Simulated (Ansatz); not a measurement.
Ag₄O₃⁻, relaxed as a doublet with UKS PBE-D4/def2-SVPD in Ansatz, starting from the GFN2-xTB geometry. Force threshold 0.02 eV/Å.

In the def2 sets Ag takes a core potential; there is no spin–orbit coupling. The structure holds one bond between oxygen atoms, so isomers without such links may lie far lower. The structure comes from a short search, and lower isomers may exist.

Start:

Cartesian coordinates in Å:
```
Ag 0.659 -0.629 0.599
Ag -1.000 0.908 -0.803
Ag -0.156 -1.403 -1.986
Ag 2.214 -1.878 2.246
O 0.258 1.265 1.530
O -1.020 1.530 1.035
O -0.955 0.207 -2.620
```

Q: Estimate the energy that the relaxation releases and the steps that it takes.

A: 36.0 kcal/mol, in 12 steps; 72 s on 4 threads of Arm Neoverse V1 on a shared host. No frequencies were taken in this run, so the end may be a saddle point.

Q: Does the start keep its bonding and symmetry?

A: Bonds formed: Ag3–Ag4 (atoms count from 1).

Q: Predict the relaxed structure.

A: 
```xyz
7

Ag    0.677   -0.243    1.170
Ag   -1.000    0.908   -0.900
Ag    0.475   -1.528   -1.241
Ag    2.010   -2.541    0.727
O    -0.302    1.657    1.830
O    -1.064    2.135    0.823
O    -0.795   -0.388   -2.408
```
Bond lengths (bridged metal pairs left out): 4 × Ag–Ag 2.69 to 2.90 Å; 4 × Ag–O 2.00 to 2.24 Å; 1 × O–O 1.35 Å.
